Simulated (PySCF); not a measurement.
Gas-phase reaction: 2 CH3GeH3 + 4 GeH2 → 2 Ge3H8 + C2H4, at 1400 K and a standard pressure of 1 bar. Level: MP2/def2-TZVPP†.

Method: PySCF energies plus ideal-gas RRHO corrections (1 bar). † marks an energy on the PBE0/def2-TZVP geometry and frequencies. MP2 freezes the core. All species are closed-shell singlets. Ge: all electrons, no relativistic terms. GeH2: computed as isolated molecules; such fragments, hydroxides, amides, oligomers or adducts are transient or little studied in the gas. MP2 isn't extrapolated to the basis-set limit; its ΔH°(298 K) is -653.7 kJ in def2-SVP and -687.4 kJ in def2-TZVPP. The harmonic model lacks anharmonicity and excited electronic states, which grow with temperature; levels with a mode under 35 cm⁻¹ are left out. Internal rotation in CH3GeH3, Ge3H8 is treated as a harmonic vibration of one conformer, which makes the entropy rough.

```json
[
 {"species": "CH3GeH3", "E (Ha)": "-2117.19268", "H(1400 K) − E (kJ/mol)": "305.6", "S°(1400 K) (J/mol/K)": "442.7"},
 {"species": "GeH2", "E (Ha)": "-2076.71522", "H(1400 K) − E (kJ/mol)": "89.5", "S°(1400 K) (J/mol/K)": "288.0"},
 {"species": "Ge3H8", "E (Ha)": "-6231.55853", "H(1400 K) − E (kJ/mol)": "403.0", "S°(1400 K) (J/mol/K)": "668.2"},
 {"species": "C2H4", "E (Ha)": "-78.40049", "H(1400 K) − E (kJ/mol)": "234.2", "S°(1400 K) (J/mol/K)": "331.9"}
]
```
E: electronic energy; H − E holds the zero-point and thermal terms. 1 Ha = 2625.5 kJ/mol.

**Question.** Work out ΔH°, ΔS°, ΔG° and log10 K from these numbers.

**Answer.** 1. ΔE = 2×(-6231.55853) + 1×(-78.40049) − 2×(-2117.19268) − 4×(-2076.71522) = -0.27131 Ha = -712.3 kJ.
2. Δ(H − E) = 2×(403.0) + 1×(234.2) − 2×(305.6) − 4×(89.5) = 71.0 kJ, so ΔH° = -641.3 kJ.
3. ΔS° = 2×(668.2) + 1×(331.9) − 2×(442.7) − 4×(288.0) = -369.1 J/K; the number of gas molecules changes by -3.
4. ΔG° = ΔH° − TΔS° = -641.3 − 1400×(-369.1)/1000 = -124.6 kJ.
5. log10 K = −ΔG°/(RT ln 10) = 4.65, with RT ln 10 = 26.80 kJ/mol; at standard pressures the products are favoured.
6. A shift of 10 kJ in ΔE would move log10 K by 0.37 here.
7. Lowering the total pressure from 1 bar to 0.01 bar multiplies the mole-fraction quotient K_x = K (p/p°)^(−Δn) by 10^-6, which pushes the balance towards the reactants.
For scale, ΔH°(298 K) is -687 kJ at this level, -585 kJ at ωB97M-V/def2-TZVP†, and runs from -740 to -501 kJ over the 18 levels computed.
